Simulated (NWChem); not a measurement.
System: CH3Cl2Ga; SMILES [Cl][Ga]([Cl])[CH3]

Here is an NWChem input.

```
start job
memory heap 200 mb stack 900 mb global 1100 mb
geometry units angstroms noautoz
  Ga     0.315848    -0.001162     0.004260
  Cl    -0.870267    -1.817255    -0.004134
  Cl    -0.872460     1.813678    -0.004065
  C      2.278673     0.006079     0.002719
  H      2.640895     0.822231     0.632653
  H      2.625075     0.166698    -1.022977
  H      2.653242    -0.952986     0.366895
end
basis spherical
  Ga library def2-svp
  Cl library def2-svp
  C library def2-svp
  H library def2-svp
end
dft
  xc bhlyp
  iterations 150
  mulliken
end
task dft energy
```

NWChem printed, in part:

```
             Northwest Computational Chemistry Package (NWChem) 7.3.0
             --------------------------------------------------------

 C1  symmetry detected

                             Geometry "geometry" -> ""
                             -------------------------

 Output coordinates in angstroms (scale by  1.889725989 to convert to a.u.)

  No.       Tag          Charge          X              Y              Z
 ---- ---------------- ---------- -------------- -------------- --------------
    1 Ga                  31.0000     0.29212775    -0.00020927     0.00368014
    2 Cl                  17.0000    -0.89013119    -1.81882678    -0.00153349
    3 Cl                  17.0000    -0.90006424     1.81209330    -0.00152593
    4 C                    6.0000     2.25492186     0.01121582    -0.00306826
    5 H                    1.0000     2.61707308     0.82815334     0.62588745
    6 H                    1.0000     2.59825838     0.17254808    -1.02968261
    7 H                    1.0000     2.63249930    -0.94703973     0.36013051

 Effective nuclear repulsion energy (a.u.)     421.3781103516

                                 NWChem DFT Module
                                 -----------------

 Summary of "ao basis" -> "ao basis" (spherical)
 ------------------------------------------------------------------------------
       Tag                 Description            Shells   Functions and Types
 ---------------- ------------------------------  ------  ---------------------
 Ga                         def2-svp                12       32   5s4p3d
 Cl                         def2-svp                 8       18   4s3p1d
 C                          def2-svp                 6       14   3s2p1d
 H                          def2-svp                 3        5   2s1p

            General Information
            -------------------
          SCF calculation type: DFT
          Wavefunction type:  closed shell.
          No. of atoms     :     7
          No. of electrons :    74
           Alpha electrons :    37
            Beta electrons :    37
          Charge           :     0
          Spin multiplicity:     1
          Use of symmetry is: off; symmetry adaption is: off
          Maximum number of iterations: 150
          AO basis - number of functions:    97
                     number of shells:    43
          Convergence on energy requested:  1.00D-06
          Convergence on density requested:  1.00D-05
          Convergence on gradient requested:  5.00D-04

              XC Information
              --------------
                        BHLYP Method XC Functional
                     Hartree-Fock (Exact) Exchange  0.500
                        Slater Exchange Functional  0.500 local
                    Becke 1988 Exchange Functional  0.500 non-local
              Lee-Yang-Parr Correlation Functional  1.000

             Grid Information
             ----------------
          Grid used for XC integration:  medium
          Radial quadrature: Mura-Knowles
          Angular quadrature: Lebedev.
          Tag              B.-S. Rad. Rad. Pts. Rad. Cut. Ang. Pts.
          ---              ---------- --------- --------- ---------
          Ga                  1.30      112           8.0       590
          Cl                  1.00       88          11.0       590
          C                   0.70       49          10.0       434
          H                   0.35       45          11.0       434
          Grid pruning is: on
          Number of quadrature shells:   472
          Spatial weights used:  Erf1

      Superposition of Atomic Density Guess
      -------------------------------------

 Sum of atomic energies:       -2880.74554701

      Non-variational initial energy
      ------------------------------

 Total energy =   -2881.806421
 1-e energy   =   -4847.120972
 2-e energy   =    1543.936441
 HOMO         =      -0.372744
 LUMO         =      -0.004425

     ---------------------------------------------
      Total Density - Mulliken Population Analysis
     ---------------------------------------------

    Atom       Charge   Shell Charges
 -----------   ------   -------------------------------------------------------
    1 Ga  31    29.81   2.00  2.00  2.00  0.85  0.11  6.00  5.98  0.51  0.25  8.10  1.83  0.19
    2 Cl  17    17.51   2.00  1.99  1.23  0.72  5.94  2.18  3.44  0.01
    3 Cl  17    17.51   2.00  1.99  1.23  0.72  5.94  2.18  3.44  0.01
    4 C    6     6.57   1.99  0.95  0.29  2.08  1.26  0.01
    5 H    1     0.87   0.66  0.18  0.03
    6 H    1     0.86   0.65  0.18  0.03
    7 H    1     0.87   0.66  0.18  0.03

   convergence    iter        energy       DeltaE   RMS-Dens  Diis-err
 ---------------- ----- ----------------- --------- --------- ---------
 d= 0,ls=0.0,diis     1  -2884.6234731402 -3.31D+03  9.75D-03  3.10D-01
 d= 0,ls=0.0,diis     2  -2884.6506391377 -2.72D-02  4.33D-03  1.57D-01
 d= 0,ls=0.0,diis     3  -2884.6722502838 -2.16D-02  6.64D-04  1.26D-02
 d= 0,ls=0.0,diis     4  -2884.6731834125 -9.33D-04  1.68D-04  1.15D-03
 d= 0,ls=0.0,diis     5  -2884.6732681891 -8.48D-05  4.06D-05  1.20D-05
  Resetting Diis
 d= 0,ls=0.0,diis     6  -2884.6732694621 -1.27D-06  8.98D-06  9.37D-07
 d= 0,ls=0.0,diis     7  -2884.6732695780 -1.16D-07  3.54D-06  6.05D-08

         Total DFT energy =    -2884.673269578038
      One electron energy =    -4848.213594365660
           Coulomb energy =     1680.351771947573
    Exchange-Corr. energy =     -138.189557511550
 Nuclear repulsion energy =      421.378110351599

 Numeric. integr. density =       74.000003114454

                       DFT Final Molecular Orbital Analysis
                       ------------------------------------

 Vector   35  Occ=2.000000D+00  E=-3.726604D-01
              MO Center= -8.6D-01,  1.2D-02, -1.6D-03, r^2= 4.3D+00
   Bfn.  Coefficient  Atom+Function         Bfn.  Coefficient  Atom+Function
  ----- ------------  ---------------      ----- ------------  ---------------
    63     -0.463974  3 Cl pz                45      0.459957  2 Cl pz
    60     -0.334680  3 Cl pz                42      0.331838  2 Cl pz
    57     -0.195161  3 Cl pz                39      0.193495  2 Cl pz
    19      0.057111  1 Ga d -1              29     -0.053987  1 Ga d -1

 Vector   36  Occ=2.000000D+00  E=-3.651816D-01
              MO Center= -8.5D-01, -1.9D-02, -1.1D-03, r^2= 4.5D+00
   Bfn.  Coefficient  Atom+Function         Bfn.  Coefficient  Atom+Function
  ----- ------------  ---------------      ----- ------------  ---------------
    62      0.345622  3 Cl py                44      0.343632  2 Cl py
    43     -0.311617  2 Cl px                61      0.303045  3 Cl px
    59      0.255101  3 Cl py                41      0.253796  2 Cl py
    40     -0.229725  2 Cl px                58      0.223626  3 Cl px
    56      0.148067  3 Cl py                38      0.147293  2 Cl py

 Vector   37  Occ=2.000000D+00  E=-3.608455D-01
              MO Center=  1.1D-01,  1.9D-02,  9.2D-05, r^2= 5.1D+00
   Bfn.  Coefficient  Atom+Function         Bfn.  Coefficient  Atom+Function
  ----- ------------  ---------------      ----- ------------  ---------------
    61      0.369675  3 Cl px                43      0.364793  2 Cl px
    72      0.295393  4 C  px                58      0.274706  3 Cl px
    40      0.270697  2 Cl px                75      0.209824  4 C  px
    12     -0.169008  1 Ga px                55      0.159095  3 Cl px
    37      0.156782  2 Cl px                71     -0.137366  4 C  s

 Vector   38  Occ=0.000000D+00  E=-1.279389D-02
              MO Center=  2.3D-01, -7.9D-03,  9.8D-02, r^2= 4.0D+00
   Bfn.  Coefficient  Atom+Function         Bfn.  Coefficient  Atom+Function
  ----- ------------  ---------------      ----- ------------  ---------------
    17      0.755517  1 Ga pz                14      0.438266  1 Ga pz
    45     -0.268690  2 Cl pz                63     -0.266753  3 Cl pz
    11     -0.218597  1 Ga pz                89      0.196719  6 H  s
    42     -0.133401  2 Cl pz                60     -0.132176  3 Cl pz
    84     -0.124176  5 H  s                 88      0.114108  6 H  s

 Vector   39  Occ=0.000000D+00  E= 6.066327D-03
              MO Center=  3.7D-01,  4.2D-03, -1.1D-01, r^2= 4.8D+00
   Bfn.  Coefficient  Atom+Function         Bfn.  Coefficient  Atom+Function
  ----- ------------  ---------------      ----- ------------  ---------------
     5      1.075734  1 Ga s                 71     -0.912335  4 C  s
     4      0.466503  1 Ga s                 44     -0.326558  2 Cl py
    62      0.321348  3 Cl py                36     -0.298914  2 Cl s
    75      0.295394  4 C  px                54     -0.290281  3 Cl s
     3     -0.284717  1 Ga s                 89      0.270818  6 H  s

 Vector   40  Occ=0.000000D+00  E= 8.862868D-02
              MO Center=  1.6D+00,  4.1D-02, -2.7D-02, r^2= 6.3D+00
   Bfn.  Coefficient  Atom+Function         Bfn.  Coefficient  Atom+Function
  ----- ------------  ---------------      ----- ------------  ---------------
    71      2.178564  4 C  s                  4      0.868064  1 Ga s
     5     -0.799704  1 Ga s                 15     -0.756736  1 Ga px
    89     -0.750071  6 H  s                 84     -0.710301  5 H  s
    94     -0.713054  7 H  s                 44     -0.248816  2 Cl py
     3     -0.247131  1 Ga s                 62      0.240125  3 Cl py

     ---------------------------------------------
      Total Density - Mulliken Population Analysis
     ---------------------------------------------

    Atom       Charge   Shell Charges
 -----------   ------   -------------------------------------------------------
    1 Ga  31    30.37   2.00  2.00  1.99  1.00  0.01  6.00  5.98  0.84  0.35  8.08  1.83  0.30
    2 Cl  17    17.28   2.00  1.99  1.25  0.70  5.93  2.13  3.27  0.01
    3 Cl  17    17.28   2.00  1.99  1.25  0.70  5.93  2.13  3.27  0.01
    4 C    6     6.28   1.99  0.88  0.26  2.08  1.06  0.02
    5 H    1     0.93   0.73  0.17  0.03
    6 H    1     0.93   0.73  0.17  0.03
    7 H    1     0.93   0.73  0.17  0.03

     -------------------------------------------
      Total Density - Lowdin Population Analysis
     -------------------------------------------

    Atom       Charge   Shell Charges
 -----------   ------   -------------------------------------------------------
    1 Ga  31    30.94   2.00  2.00  1.94  0.70  0.27  5.99  5.83  0.98  0.67  7.82  2.03  0.71
    2 Cl  17    17.00   2.00  1.96  1.03  0.77  5.82  2.24  3.16  0.01
    3 Cl  17    17.00   2.00  1.96  1.03  0.77  5.82  2.24  3.16  0.01
    4 C    6     6.22   1.97  0.57  0.34  1.85  1.45  0.05
    5 H    1     0.95   0.62  0.25  0.07
    6 H    1     0.95   0.62  0.25  0.07
    7 H    1     0.95   0.63  0.25  0.07

     Multipole analysis of the density
     ---------------------------------

     L   x y z        total         alpha         beta         nuclear
     -   - - -        -----         -----         ----         -------
     0   0 0 0     -0.000000    -37.000000    -37.000000     74.000000

     1   1 0 0      1.145224      0.572612      0.572612     -0.000000
     1   0 1 0      0.006063      0.003031      0.003031     -0.000000
     1   0 0 1     -0.003784     -0.001892     -0.001892      0.000000

     2   2 0 0    -35.540608   -162.264922   -162.264922    288.989235
     2   1 1 0      0.036329     -0.103841     -0.103841      0.244010
     2   1 0 1     -0.045575      0.068232      0.068232     -0.182040
     2   0 2 0    -39.856977   -222.897199   -222.897199    405.937420
     2   0 1 1      0.000330      0.000556      0.000556     -0.000782
     2   0 0 2    -33.547295    -19.598772    -19.598772      5.650250
```

Level: BHandHLYP/def2-SVP. The geometry was optimised at B3LYP/6-31G* (spherical d).
